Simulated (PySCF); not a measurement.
From one molecule to another.

First species: C₃H₆F₄Si.
SMILES: `FCC[SiH2]C(F)(F)F`

Second species: C3H6F4Si.
Z-matrix (Å and degrees, GFN2-xTB geometry), rows numbered from 1:
```
F 
C   1  1.3811
Si  2  1.9176  1  109.34
C   3  1.9124  2  105.43  1   -57.53
C   4  1.4961  3  109.55  2  -179.25
F   5  1.3445  4  112.57  3   -58.56
F   5  1.3442  4  113.38  3  -178.97
F   5  1.3460  4  112.45  3    60.94
H   2  1.0908  1  106.43  3   121.30
H   2  1.0926  1  106.26  3  -123.36
H   3  1.4612  2  109.40  1    59.96
H   3  1.4629  2  108.25  1  -175.39
H   4  1.0899  3  112.20  2   -59.75
H   4  1.0900  3  111.51  2    61.44
```

Levels: B3LYP/def2-SVPD for dipole moment, HOMO energy, LUMO energy, HOMO–LUMO gap, static isotropic polarisability and electronic spatial extent ⟨r²⟩ about the centre of nuclear charge; TDDFT B3LYP/def2-SVPD for lowest singlet excitation; TDA B3LYP/def2-SVPD for lowest triplet excitation (Tamm–Dancoff); GFN2-xTB for rotational constant A and rotational constant C. Geometries: GFN2-xTB. Each structure is a single optimised conformer of the isolated species, non-relativistic unless stated; the electronic structure was computed with PySCF and density fitting.

The conformers computed, where there is a choice (atom-mapped SMILES and torsion angles):
- `[F:1][CH2:2][CH2:3][SiH2:4][C:5]([F:6])([F:7])[F:8]`: F1–C2–C3–Si4 50°, C2–C3–Si4–C5 175°, C3–Si4–C5–F6 60°
- `[F:1][CH2:2][SiH2:3][CH2:4][C:5]([F:6])([F:7])[F:8]`: F1–C2–Si3–C4 -58°, C2–Si3–C4–C5 -179°, Si3–C4–C5–F6 -59°

| property | column X | column Y |
| --- | --- | --- |
| dipole moment | 2.74 D | 2.50 D |
| HOMO energy | -9.06 eV | -8.70 eV |
| LUMO energy | -0.14 eV | 0.03 eV |
| HOMO–LUMO gap | 8.92 eV | 8.73 eV |
| lowest singlet excitation | 8.03 eV | 7.68 eV |
| lowest triplet excitation (Tamm–Dancoff) | 7.53 eV | 7.23 eV |
| static isotropic polarisability | 67.4 au | 66.8 au |
| electronic spatial extent ⟨r²⟩ about the centre of nuclear charge | 1484 bohr² | 1470 bohr² |
| rotational constant A | 3.644 GHz | 3.456 GHz |
| rotational constant C | 0.729 GHz | 0.734 GHz |

Question: Which column belongs to which species?

Answer: Column X is the first species and column Y the second. The first has 14 atoms and 74 electrons, the second 14 and 74.

Question: How does each property change from the first species to the second?

Answer: dipole moment -0.24 D; HOMO energy +0.36 eV; LUMO energy +0.17 eV; HOMO–LUMO gap -0.19 eV; lowest singlet excitation -0.35 eV; lowest triplet excitation (Tamm–Dancoff) -0.30 eV; static isotropic polarisability -0.6 au; electronic spatial extent ⟨r²⟩ about the centre of nuclear charge -14 bohr²; rotational constant A -0.188 GHz; rotational constant C +0.005 GHz.

On the first: The principal polarisabilities are 60.7, 64.4 and 77.0 au; their mean is the isotropic value. The 8 singlets span 8.03 to 9.06 eV, and their oscillator strengths add up to 0.25.

On the second: The principal polarisabilities are 60.4, 64.0 and 76.2 au; their mean is the isotropic value. S1 lies 1.05 eV below the HOMO–LUMO gap; its leading configuration is HOMO→LUMO+1, weight 0.58, beside HOMO→LUMO, weight 0.31.
